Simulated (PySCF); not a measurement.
# C₆ coefficients of unlike pairs at PBE

Calculated with PySCF 2.14 from the dipole response of each species, C₆(A,B) = (3/π) ∫ α_A(iu) α_B(iu) du, in atomic units, from isotropic polarisabilities. For ions this is the dispersion term alone; charge-induced terms of lower order in 1/R come first.

```json
{"species": "He", "configuration": "1s2 (1S)", "basis": "aug-cc-pVTZ (4s3p2d)", "relativity": "none", "α (bohr³)": "1.538", "C₆ (like pair)": "1.710"}
{"species": "B³⁺", "configuration": "1s2 (1S)", "basis": "dyall-av3z (15s9p3d2f)", "relativity": "none", "α (bohr³)": "0.02049", "C₆ (like pair)": "0.002748"}
{"species": "V³⁺", "configuration": "[Ar] 3d2 (3F)", "basis": "aug-cc-pwCVTZ-DK (10s9p7d4f3g)", "relativity": "spin-free X2C", "α (bohr³)": "2.304", "C₆ (like pair)": "5.910"}
{"species": "Ne", "configuration": "[Ne] (1S)", "basis": "dyall-acv3z (15s9p4d2f)", "relativity": "spin-free X2C", "α (bohr³)": "2.567", "C₆ (like pair)": "6.193"}
```

(1) Estimate C₆ for Ne with B³⁺.

No spin-orbit coupling is included.

The other pairs:

```csv
pair,C₆
"V³⁺, B³⁺",0.09781
"B³⁺, He",0.04258
"Ne, V³⁺",6.030
"V³⁺, He",3.079
"Ne, He",3.206
```

Answers

(1) The integral gives 0.09428. The combination rule 2 C_A C_B / (C_A α_B/α_A + C_B α_A/α_B) gives 0.08647 and the geometric mean 0.1305.
